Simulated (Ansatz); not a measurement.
Cost and result up the ladder for the cluster Al₂Sb (the lowest doublet isomer of a short search) (3 atoms). Charge 0, multiplicity 2. Geometry: PBE-D4/def2-TZVP.

```tsv
atom	x (Å)	y (Å)	z (Å)
Al1	-0.676	1.222	0.546
Al2	-0.759	-0.877	-0.949
Sb3	1.435	-0.345	0.404
```

Ansatz on 4 threads of Arm Neoverse V1 on a shared host. Times are rough, and most runs start from the orbitals of an earlier one. ωB97M-V/def2-TZVP serves as the yardstick here, not as an exact answer. Differences are given only for rows in sets of like size (and for xTB, whose basis is part of the method), since another set adds its own error. Binding counts from free atoms at the same level (Al doublet, Sb quartet; other spins of the atoms weren't run), without zero-point energy or a counterpoise term.

In the def2 sets Sb takes a core potential; there is no spin–orbit coupling. Correlated methods freeze 14 core orbitals; core or outer-core shells of Sb are correlated, in sets that lack core-valence functions. The structure comes from a short search, and lower isomers may exist.

Run but left out: HF/def2-TZVP, r2SCAN0-D4/def2-TZVP, MP2/def2-TZVP, CCSD(T)/def2-TZVPD, CCSD(T)/def2-TZVPP (⟨S²⟩ 1.06 to 1.48, where a pure state has 0.75).

Correlated methods converge slowly with the basis.

```
                          level  functions  wall time  binding energy per atom (eV)  difference from ωB97M-V/def2-TZVP (eV)                        remarks
          LDA (SPW92)/def2-TZVP        124     0.86 s                          1.98                                    0.51                              –
                PBE-D4/def2-SVP         62     0.96 s                          1.64                                       –                              –
               PBE0-D4/def2-SVP         62      1.2 s                          1.52                                       –  spin-contaminated (⟨S²⟩ 0.85)
               PBE-D4/def2-TZVP        124      1.8 s                          1.66                                    0.20                              –
              PBE-D4/def2-TZVPD        142      2.6 s                          1.66                                    0.20                              –
              RPA@PBE/def2-TZVP        124      2.9 s                          1.31                                   -0.15                              –
             PBE0-D4/def2-TZVPD        142      3.5 s                          1.55                                    0.08  spin-contaminated (⟨S²⟩ 0.87)
            r2SCAN-D4/def2-TZVP        124        5 s                          1.59                                    0.12  spin-contaminated (⟨S²⟩ 1.02)
           r2SCANh-D4/def2-TZVP        124        6 s                          1.55                                    0.09  spin-contaminated (⟨S²⟩ 1.04)
PBE0-D4/def2-TZVP (with forces)        124      6.5 s                          1.55                                    0.08  spin-contaminated (⟨S²⟩ 0.87)
           r2SCAN-D4/def2-TZVPD        142      6.5 s                          1.59                                    0.13  spin-contaminated (⟨S²⟩ 1.02)
              ωB97M-V/def2-TZVP        124       21 s                          1.47                                    0.00                              –
```
